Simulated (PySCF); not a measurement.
# Assigning NMR signals

Mapped SMILES: `[CH3:1][C@@H:2]1[C@H:3]([F:4])[C@@H:5]1[O:6][CH:7]([F:8])[F:9]`. Each H is labelled by its parent atom.

PySCF calculation with coordinates at the GFN2-xTB level and shieldings: GIAO PBE0/pcSseg-1; rapidly exchanging positions averaged, in vacuum, one conformer, non-relativistic Hamiltonian.

Scale: TMS for ¹³C (σref 186.93), ¹H (σref 31.72) (reference shieldings calculated alike).

Q: Assign these signals to the numbered atoms. ¹³C{¹H} NMR (computed): δ 126.1, 73.5, 54.5, 18.2, 6.5.

A: 
| δ (ppm) | atoms | environment | reason |
| --- | --- | --- | --- |
| 126.1 | C7 | sp3 CH bonded to 2 F and O | 3 electronegative neighbours deshield it |
| 73.5 | C3 | three-membered-ring carbon | pulled downfield by the heteroatom |
| 54.5 | C5 | three-membered-ring carbon | – |
| 18.2 | C2 | three-membered-ring carbon | – |
| 6.5 | C1 | methyl carbon | a saturated carbon with 1 carbon neighbour and no heteroatom attached |

Q: Assign these signals to the numbered atoms. ¹H NMR (500 MHz, computed): δ 6.40 (m, 1H), 4.52 (m, 1H), 3.41 (m, 1H), 1.42 (d, 3H), 0.88 (m, 1H).

A: 
```tsv
δ (ppm)	atoms	environment	reason
6.40	H(C7)	hydrogen on an sp3 CH bonded to 2 F and O	its carbon carries F and O, which withdraws density
4.52	H(C3)	hydrogen on a three-membered-ring carbon	its carbon carries F, an electronegative neighbour
3.41	H(C5)	hydrogen on a three-membered-ring carbon	–
1.42	H(C1)	hydrogen on a methyl carbon	far from electronegative atoms and π systems
0.88	H(C2)	hydrogen on a three-membered-ring carbon	cyclopropane-type protons are shielded by the ring
```

Splittings by ¹⁹F in the carbon and heteronuclear signals aren't shown, as no couplings were computed. Shifts are as computed. Against solution values, carbons near 30 ppm lie about +3 ppm off and those near 130 ppm about +5 ppm (rms about the fit 2.1 ppm; single classes can miss by 10 ppm). Of 1328 compounds with measured shifts, 309 miss one by over three times the rms of a fit or turn the order of signals round; such compounds aren't used in these exercises. Signals without a measured value on file couldn't be tested in this way; 1H shifts scatter by 0.2 ppm about their fit, and single ones miss by 0.5 ppm. Multiplicities follow the n + 1 count of equivalent neighbours, as no J values were calculated; m marks all less simple cases, F and P coupling included.
